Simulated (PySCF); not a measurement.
**Which determinant of SeBr lies lowest?**

Unrestricted PBE0; basis Se def2-TZVPP, Br def2-TZVPP; no relativity; PySCF 2.14. Outer shells of the fragments: Se 3d10 4s2 4p4; Br 3d10 4s2 4p5.

Followed along the bond (rough minima from three points):

```csv
2Ms+1,unpaired,⟨S²⟩ at the start,R at minimum (Å),Te (eV)
2,π ↑,0.75,2.27,0.00
4,"σ ↑, π ↑↑",3.76,none in the scan,≤ 1.59
```

Solutions found at the starting distance of 2.230 Å, counted from the lowest of them; the search is not exhaustive and high or unbound solutions are not listed, so other states can lie among these:

```tsv
2Ms+1	unpaired	term	E (eV)	⟨S²⟩	⟨Lz²⟩	μ (D)
2	π ↑	²Π	0.00	0.75	1.01	-0.12
4	σ ↑, π ↑↑	⁴Σ⁻	2.19	3.76	0.00	-0.84
2	σ ↓, π ↑↑	mixed	2.70	1.76	0.00	-0.72
2	σ ↑, π ↑↓	mixed	2.72	1.76	2.02	-0.62
2	σ ↑	mixed	3.61	0.76	2.01	-0.20
4	σ ↑, π ↑↑	mixed	5.25	3.76	2.02	2.30
4	σ ↑↑, π ↑	⁴Π	5.98	3.76	1.01	0.56
2	π ↑	²Π	6.92	0.87	1.01	-0.44
```

A term symbol is given only where ⟨S²⟩ and ⟨Lz²⟩ are close to those of a pure state; real π, δ and φ orbitals otherwise mix terms. A positive dipole means Se(−)Br(+).

Spin–orbit coupling is left out. Counting both spins, an empty level lies below a filled one in some of these solutions, because spin and occupation are held.
